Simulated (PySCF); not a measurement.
A structure optimised at B3LYP-D3(BJ)/def2-TZVP, used in a PySCF frequency run:

```
In
F 1 1.9536
H 1 1.6936 2 121.61
Cl 1 2.3258 3 129.02 2 180.00
```
Charge 0, spin multiplicity 1.

Task: Write its SMILES, formula and point group.

Result: [F][InH][Cl], ClFHIn, Cs

Task: What are its rotational constants (standard atomic weights)?

Result: 10.169, 2.7649, 2.1738 GHz
